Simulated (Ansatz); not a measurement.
C3H6FNSi, SMILES `C[C@@H]1C=N[Si@H]1F`, relaxed with RKS PBE-D4/def2-SVP in Ansatz 0.2.0 from a rough embedded geometry. The force threshold is 0.03 eV/Å; the program also tests the step.

Total charge 0; spin multiplicity 1.

Start:

```xyz
12

C     0.674   -0.068    1.398
C     0.473   -0.118   -0.142
C     0.061    1.222   -0.812
N    -1.000    0.930   -1.333
Si   -1.140   -0.684   -0.831
F    -0.967   -1.651   -2.116
H    -0.198    0.416    1.853
H     1.555    0.423    1.643
H     0.716   -1.080    1.740
H     1.364   -0.571   -0.635
H     0.707    2.145   -0.814
H    -2.246   -0.964    0.048
```

```csv
step,energy (eV),largest force (eV/Å),largest move (Å)
1,-15272.4662,8.525,0.000
2,-15273.3821,2.557,0.123
3,-15273.5528,1.059,0.121
4,-15273.5807,0.428,0.084
5,-15273.6096,0.181,0.062
6,-15273.6109,0.125,0.043
7,-15273.6160,0.071,0.032
8,-15273.6179,0.093,0.034
9,-15273.6193,0.046,0.035
10,-15273.6196,0.025,0.012
```

End:

```xyz
12

C     0.721   -0.091    1.412
C     0.489   -0.129   -0.096
C     0.070    1.167   -0.801
N    -0.954    1.036   -1.594
Si   -1.141   -0.636   -0.949
F    -1.126   -1.851   -2.046
H    -0.168    0.290    1.956
H     1.578    0.564    1.677
H     0.946   -1.102    1.807
H     1.367   -0.564   -0.626
H     0.582    2.147   -0.637
H    -2.364   -0.831   -0.104
```

Run time 16 s (4 threads of an Arm Neoverse V1 on a shared host); peak host memory 0.16 GiB.
